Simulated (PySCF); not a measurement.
CH3Cl2Sn, SMILES [Sn+]([Cl])([Cl])[CH3], charge +1. Atoms are numbered in the order given.

```xyz
7

Sn    -0.1979    -0.1506    -0.0332
C     -1.8946    -1.4413    -0.3232
H     -1.5485    -2.2551    -0.9773
H     -2.6811    -0.8304    -0.7853
H     -2.1707    -1.8128     0.6742
Cl    -0.1198     2.0365    -0.7225
Cl     1.7471    -0.7967     0.9983
```
Charge +1, spin multiplicity 1.

The structure is a stationary point at B3LYP-D3(BJ)/def2-SVP. The spin state was assumed, not searched. The isomer is the one that the SMILES or the coordinates give; other isomers of the formula were not compared. The def2 effective core potentials stand for the cores of Sn; spin–orbit coupling is left out.

Method: PBE0/def2-TZVP in PySCF.

The molecule is in vacuum.

Computed frontier levels, gap, dipole moment and polarisability:
| Item | Value |
|---|---|
| highest occupied level | -14.38 eV |
| lowest empty level | -8.28 eV |
| orbital gap | 6.10 eV |
| dipole moment about the centre of nuclear charge | 4.45 D |
| mean static polarisability | 70.4 bohr³ (10.44 Å³) |
| polarisability, principal values | 44.5, 82.3, 84.6 bohr³ |
